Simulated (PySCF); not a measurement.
Frontier levels across methods

Species: C3H5F3O.
Cartesian coordinates in Å at the PBE0-D3(BJ)/def2-SVP level; atoms count from 1:
```
atom  x, y, z in Å
F1    -2.1166    0.7028   -0.9092
C2    -1.6539    0.8110    0.3667
O3    -0.2748    0.7465    0.3928
C4     0.2561   -0.5071    0.1822
F5     0.1505   -1.2562    1.3271
C6     1.7234   -0.3705   -0.1490
F7     1.8700    0.2045   -1.3754
H8    -1.9322    1.7957    0.7692
H9    -2.1045   -0.0015    0.9639
H10   -0.2890   -1.0389   -0.6180
H11    2.2014    0.2565    0.6219
H12    2.1855   -1.3709   -0.1459
```

Basis pcSseg-1 throughout (PySCF), one geometry. Geometry: PBE0-D3(BJ)/def2-SVP, one conformer, isolated molecule.

Problem. How do the orbital energies, the gap and the dipole change with the method?

Solution. 
```
   method                    kind  HOMO (eV)  LUMO (eV)  gap (eV)  μ (D)  SCF cycles
     OPBE                     GGA      -7.61       0.68      8.30   1.47          14
      PBE                     GGA      -7.65       0.46      8.11   1.49          14
      LDA                     LDA      -7.79       0.14      7.94   1.58          14
      KT2                     GGA      -7.83       0.38      8.21   1.50          14
 mPW1PW91           global hybrid      -9.47       1.49     10.96   1.65          13
BHandHLYP           global hybrid     -11.11       2.29     13.40   1.76          12
  wB97X-D  range-separated hybrid     -11.39       3.39     14.79   1.68          14
```

The HOMO spans 3.78 eV, from OPBE down to wB97X-D, and the gap runs from 7.94 eV (LDA) to 14.79 eV (wB97X-D). Over the methods OPBE (0 %), PBE (0 %), LDA (0 %), KT2 (0 %), mPW1PW91 (25 %), BHandHLYP (50 %), a straight line through the gap against the share of exact exchange rises by 1.06 eV for each 10 % (correlation coefficient 0.998). The dipole ranges from 1.47 D (OPBE) to 1.76 D (BHandHLYP). This basis has no diffuse functions.
